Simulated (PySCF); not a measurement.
Vertical excitations of a molecule C5H6F2 from TDA-M06-2X/def2-SVPD in PySCF, as energy in eV (oscillator strength): 6.06 (0.000), 6.16 (0.946), 6.94 (0.001), 7.22 (0.026), 7.55 (0.017), 7.74 (0.197), 7.90 (0.001), 8.14 (0.002), 8.35 (0.000), 8.51 (0.001). Lowest triplet (TDA): 3.45 eV. Geometry: ωB97X-D3(BJ)/def2-SVP. The values are those of a single conformer.

Task: Pick the molecule that these values belong to.
A) C=C/C=C/C(F)F
B) CC1=C(F)C[C@H]1F
C) C=CC1[C@@H](F)[C@@H]1F
D) C=C/C(F)=C(\C)F

Result: D, C=C/C(F)=C(\C)F
